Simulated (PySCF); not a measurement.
A structure optimised at PBE-D3(BJ)/def2-SVP, used in a PySCF frequency run:

```
Te
O 1 1.8388
O 1 1.8388 2 120.00
O 1 1.8388 2 120.00 3 180.00
```
Charge 0, spin multiplicity 1.

### Question
Write its SMILES, formula and point group.

### Answer
O=[Te+2]([O-])[O-], O3Te, D3h

### Question
What are its rotational constants (standard atomic weights)?

### Answer
6.2281, 6.2281, 3.1141 GHz
